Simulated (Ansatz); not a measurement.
Reaction (formal exchange of groups at the In–Ge bond): `[CH3][In]([NH2])[GeH3]` + `CNCO` → `[CH3][In]([NH2])[OH]` + `CN[CH2][GeH3]`

Calculated with Ansatz (gas phase, PBE0-D4/def2-TZVP geometries, no zero-point term in ΔE). CBS: MP2 limit from def2 TZ/QZ plus the TZ coupled-cluster correction, frozen cores. DFT in def2-TZVPP. B3LYP here is the variant with VWN-RPA as its local correlation; programs differ in this. Elements past krypton have def2 core potentials. For Ge, In outer-core shells are correlated without core-valence functions, which leaves a few kJ/mol of doubt a bond. Scalar relativity is left out up to krypton. Each species was taken in one conformer, which may not be the lowest.

```tsv
level	ΔE (kJ/mol)	difference from CCSD(T)/CBS
PBE0-D4	-2.9	19.5
ωB97M-V	-11.3	11.1
PBE	-5.1	17.3
r2SCAN	-10.4	12.0
PBE0	-1.7	20.7
B3LYP	-7.7	14.7
HF/def2-TZVPP	-4.6	17.8
MP2/def2-TZVPP	-25.3	-2.9
SCS-MP2/def2-TZVPP	-24.3	-1.9
CCSD/def2-TZVPP	-15.0	7.4
CCSD(T)/def2-TZVPP	-17.4	5.0
HF/def2-QZVPP	-5.9	16.5
MP2/def2-QZVPP	-28.7	-6.3
SCS-MP2/def2-QZVPP	-27.8	-5.4
HF/CBS(def2)	-6.1	16.3
CCSD/CBS(def2)	-20.1	2.3
CCSD(T)/CBS	-22.4	0
```

Largest T1 diagnostic among the species: 0.015.

From PBE to PBE0 (25 % exact exchange), in def2-TZVPP and without D4, ΔE moves by +3.4 kJ/mol. In def2-TZVPP, CCSD(T) changes the Hartree–Fock value by −12.8 kJ/mol (the triples alone add −2.4 kJ/mol) and MP2 by −20.7 kJ/mol.
